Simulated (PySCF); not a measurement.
PySCF job for CH6AlBO4, SMILES OB(O)[CH2][Al]([OH])[OH], TDA-PBE/def2-SVPD. Coordinates come from a PBE0-D3(BJ)/def2-SVP optimisation. The structure was generated by enumeration; whether it is a known compound was not checked. The values are those of a single conformer.

```python
import numpy as np
from pyscf import gto, scf, dft, tdscf

mol = gto.M(
    atom='''
    B    -1.54970366   -0.16688823    0.48991869
    O    -2.35143130   -0.49177652    1.54585979
    O    -1.72114699   -0.85467013   -0.67496161
    C    -0.45340903    0.95738929    0.67541319
    Al    1.16111298    0.35601687   -0.18700705
    O     2.78818283    0.27432935    0.29955068
    O     0.77778304   -0.26170190   -1.74475625
    H    -2.94807863   -1.20873238    1.30122698
    H    -1.02387901   -0.67612039   -1.33149214
    H    -0.76793498    1.82434737    0.06173962
    H    -0.37390706    1.29404294    1.71804622
    H     3.14901626    0.55206327    1.14217516
    H     1.39218659   -0.65316130   -2.36821747
    ''',
    basis='def2-SVPD',
    charge=0,
    spin=0,
    max_memory=1600,
    verbose=4,
)
mf = dft.RKS(mol, xc='pbe').density_fit(auxbasis='def2-universal-jkfit')
mf.grids.level = 3
mf.conv_tol = 1e-9
mf.max_cycle = 100
mf.kernel()
mf.grids = dft.Grids(mol).set(level=1).build(with_non0tab=True)  # coarser grid for the response kernel
td = tdscf.TDA(mf)
td.singlet = True
td.nstates = 6
td.conv_tol = 1e-4
td.positive_eig_threshold = 1e-6
td.kernel(x0=td.get_init_guess(mf, 11))
td.analyze()
tt = tdscf.TDA(mf)
tt.singlet = False
tt.nstates = 2
tt.conv_tol = 1e-4
tt.positive_eig_threshold = 1e-6
tt.kernel(x0=tt.get_init_guess(mf, 7))
tt.analyze(verbose=3)
```

Output:

```
PySCF version 2.14.0

[INPUT] verbose = 4
[INPUT] num. atoms = 13
[INPUT] num. electrons = 62
[INPUT] charge = 0
[INPUT] spin (= nelec alpha-beta = 2S) = 0
[INPUT] symmetry False subgroup None
[INPUT] Mole.unit = angstrom
[INPUT] Symbol           X                Y                Z      unit          X                Y                Z       unit  Magmom
[INPUT]  1 B     -1.549703660000  -0.166888230000   0.489918690000 AA   -2.928515491636  -0.315373048113   0.925812147406 Bohr   0.0
[INPUT]  2 O     -2.351431300000  -0.491776520000   1.545859790000 AA   -4.443561157730  -0.929322937292   2.921251630078 Bohr   0.0
[INPUT]  3 O     -1.721146990000  -0.854670130000  -0.674961610000 AA   -3.252496431220  -1.615092472546  -1.275492587495 Bohr   0.0
[INPUT]  4 C     -0.453409030000   0.957389290000   0.675413190000 AA   -0.856818889105   1.809203552692   1.276345950019 Bohr   0.0
[INPUT]  5 Al     1.161112980000   0.356016870000  -0.187007050000 AA    2.194185531878   0.672774380025  -0.353392107863 Bohr   0.0
[INPUT]  6 O      2.788182830000   0.274329350000   0.299550680000 AA    5.268901933915   0.518407339430   0.566068745627 Bohr   0.0
[INPUT]  7 O      0.777783040000  -0.261701900000  -1.744756250000 AA    1.469796929932  -0.494544917278  -3.297111466623 Bohr   0.0
[INPUT]  8 H     -2.948078630000  -1.208732380000   1.301226980000 AA   -5.571061204383  -2.284173156094   2.458962618095 Bohr   0.0
[INPUT]  9 H     -1.023879010000  -0.676120390000  -1.331492140000 AA   -1.934850913591  -1.277682364334  -2.516155481611 Bohr   0.0
[INPUT] 10 H     -0.767934980000   1.824347370000   0.061739620000 AA   -1.451186793673   3.447516885371   0.116670972835 Bohr   0.0
[INPUT] 11 H     -0.373907060000   1.294042940000   1.718046220000 AA   -0.706581939441   2.445386750027   3.246636825144 Bohr   0.0
[INPUT] 12 H      3.149016260000   0.552063270000   1.142175160000 AA    5.950778293202   1.043248383732   2.158398238681 Bohr   0.0
[INPUT] 13 H      1.392186590000  -0.653161300000  -2.368217470000 AA    2.630851369392  -1.234295972165  -4.475282421710 Bohr   0.0

nuclear repulsion = 351.653677078596
number of shells = 86
number of NR pGTOs = 294
number of NR cGTOs = 204
basis = def2-SVPD
ecp = {}


******** <class 'pyscf.df.df_jk.DFRKS'> ********
method = DFRKS
initial guess = minao
damping factor = 0
level_shift factor = 0
DIIS = <class 'pyscf.scf.diis.CDIIS'>
diis_start_cycle = 1
diis_space = 8
diis_damp = 0
SCF conv_tol = 1e-09
SCF conv_tol_grad = None
SCF max_cycles = 100
direct_scf = False
XC library pyscf.dft.libxc version 7.1.2
    S. Lehtola, C. Steigemann, M. J. T. Oliveira, and M. A. L. Marques,  SoftwareX 7, 1–5 (2018)
XC functionals = pbe
    J. P. Perdew, K. Burke, and M. Ernzerhof,  Phys. Rev. Lett. 77, 3865 (1996)
    J. P. Perdew, K. Burke, and M. Ernzerhof,  Phys. Rev. Lett. 78, 1396 (1997)
    J. P. Perdew, K. Burke, and M. Ernzerhof,  Phys. Rev. Lett. 77, 3865 (1996)
    J. P. Perdew, K. Burke, and M. Ernzerhof,  Phys. Rev. Lett. 78, 1396 (1997)
radial grids:
    Treutler-Ahlrichs [JCP 102, 346 (1995); DOI:10.1063/1.469408] (M4) radial grids

becke partition: Becke, JCP 88, 2547 (1988); DOI:10.1063/1.454033
pruning grids: <function nwchem_prune>
grids dens level: 3
symmetrized grids: False
atomic radii adjust function: <function treutler_atomic_radii_adjust>
small_rho_cutoff = 0
Set gradient conv threshold to 3.16228e-05
Initial guess from minao.
tot grids = 162520
init E= -609.712914386076
  HOMO = -0.367142175053885  LUMO = -0.0923699459231  gap/eV = 7.47693
cycle= 1 E= -608.821538902846  delta_E= 0.891  |g|= 1.52  |ddm|=    5
  HOMO = -0.0763019256413475  LUMO = -0.0168720278208836  gap/eV = 1.61717
cycle= 2 E= -606.957539243788  delta_E= 1.86  |g|= 3.29  |ddm|= 4.69
  HOMO = -0.23875454560573  LUMO = -0.0585725645221467  gap/eV = 4.90300
cycle= 3 E= -609.244393746561  delta_E= -2.29  |g|= 0.385  |ddm|= 3.49
  HOMO = -0.273685082472298  LUMO = -0.0567857375416425  gap/eV = 5.90213
cycle= 4 E= -609.271747117148  delta_E= -0.0274  |g|= 0.204  |ddm|= 0.672
  HOMO = -0.260591171274756  LUMO = -0.0543074875091261  gap/eV = 5.61326
cycle= 5 E= -609.281161487196  delta_E= -0.00941  |g|= 0.0378  |ddm|= 0.198
  HOMO = -0.257647403682889  LUMO = -0.053592444779599  gap/eV = 5.55262
cycle= 6 E= -609.281408560405  delta_E= -0.000247  |g|= 0.0194  |ddm|= 0.0556
  HOMO = -0.258367169743215  LUMO = -0.0538572517897906  gap/eV = 5.56500
cycle= 7 E= -609.281482501677  delta_E= -7.39e-05  |g|= 0.00406  |ddm|= 0.0223
  HOMO = -0.25860105327985  LUMO = -0.0540683177488668  gap/eV = 5.56562
cycle= 8 E= -609.281484832336  delta_E= -2.33e-06  |g|= 0.00233  |ddm|= 0.00675
  HOMO = -0.258565423997262  LUMO = -0.0540661076132847  gap/eV = 5.56471
cycle= 9 E= -609.281485903245  delta_E= -1.07e-06  |g|= 0.000317  |ddm|= 0.00214
  HOMO = -0.258575382622594  LUMO = -0.0540574520830268  gap/eV = 5.56522
cycle= 10 E= -609.281485924598  delta_E= -2.14e-08  |g|= 8.79e-05  |ddm|= 0.000616
  HOMO = -0.258578860263254  LUMO = -0.0540624279770889  gap/eV = 5.56518
cycle= 11 E= -609.281485925905  delta_E= -1.31e-09  |g|= 6.35e-05  |ddm|= 0.00021
  HOMO = -0.258578650126012  LUMO = -0.0540625107460797  gap/eV = 5.56517
cycle= 12 E= -609.28148592672  delta_E= -8.15e-10  |g|= 1.92e-05  |ddm|= 7.18e-05
  HOMO = -0.258577687967515  LUMO = -0.054061740838002  gap/eV = 5.56516
Extra cycle  E= -609.281485926438  delta_E= 2.82e-10  |g|= 4.28e-05  |ddm|= 5.57e-05
converged SCF energy = -609.281485926438
tot grids = 52264
Overwritten attributes  positive_eig_threshold  of <class 'pyscf.tdscf.rks.TDA'>


******** <class 'pyscf.tdscf.rks.TDA'> for <class 'pyscf.df.df_jk.DFRKS'> ********
nstates = 6 singlet
deg_eia_thresh = 1.000e-03
wfnsym = None
conv_tol = 0.0001
eigh lindep = 1e-12
eigh level_shift = 0
eigh max_cycle = 100


Excitation energies (eV)
[5.75340676 5.90256583 6.19904262 6.36205679 6.55234452 6.71199478]

** Singlet excitation energies and oscillator strengths **
Excited State   1:      5.75341 eV    215.50 nm  f=0.0333
      30 -> 32       -0.43269
      31 -> 32        0.55253
Excited State   2:      5.90257 eV    210.05 nm  f=0.0819
      30 -> 32       -0.55635
      31 -> 32       -0.41553
Excited State   3:      6.19904 eV    200.01 nm  f=0.0063
      29 -> 32        0.70279
Excited State   4:      6.36206 eV    194.88 nm  f=0.0147
      28 -> 32        0.70042
Excited State   5:      6.55234 eV    189.22 nm  f=0.0134
      27 -> 32       -0.19085
      31 -> 33       -0.66566
Excited State   6:      6.71199 eV    184.72 nm  f=0.0045
      27 -> 32        0.35140
      30 -> 33        0.59566

** Transition electric dipole moments (AU) **
state          X           Y           Z        Dip. S.      Osc.
  1         0.4673     -0.0297     -0.1297      0.2361      0.0333
  2        -0.6993      0.0344      0.2763      0.5666      0.0819
  3        -0.0278     -0.1268     -0.1563      0.0413      0.0063
  4         0.0616      0.2832      0.1014      0.0943      0.0147
  5         0.2346      0.1581     -0.0594      0.0836      0.0134
  6         0.0820      0.1323     -0.0586      0.0277      0.0045

** Transition velocity dipole moments (imaginary part, AU) **
state          X           Y           Z        Dip. S.      Osc.
  1         0.0858      0.0034     -0.0170      0.0077      0.0241
  2        -0.1247     -0.0070      0.0412      0.0173      0.0532
  3        -0.0049     -0.0225     -0.0299      0.0014      0.0042
  4         0.0123      0.0589      0.0235      0.0042      0.0119
  5         0.0233     -0.0065      0.0067      0.0006      0.0017
  6         0.0243      0.0200     -0.0284      0.0018      0.0049

** Transition magnetic dipole moments (imaginary part, AU) **
state          X           Y           Z
  1         0.0482     -0.3664      0.4458
  2        -0.0914      0.1987     -0.5116
  3         0.3771     -0.4816     -0.1174
  4         0.3095      0.0872     -0.4698
  5         0.5197      0.0760      0.6584
  6        -0.0881      0.1084     -0.3504


******** <class 'pyscf.tdscf.rks.TDA'> for <class 'pyscf.df.df_jk.DFRKS'> ********
nstates = 2 triplet
deg_eia_thresh = 1.000e-03
wfnsym = None
conv_tol = 0.0001
eigh lindep = 1e-12
eigh level_shift = 0
eigh max_cycle = 100


Excitation energies (eV)
[5.39810217 5.78519925]

** Triplet excitation energies and oscillator strengths **
Excited State   1:      5.39810 eV    229.68 nm  f=0.0000
Excited State   2:      5.78520 eV    214.31 nm  f=0.0000
```

The run converged.

Cost: about 110 core-seconds (a rough figure).
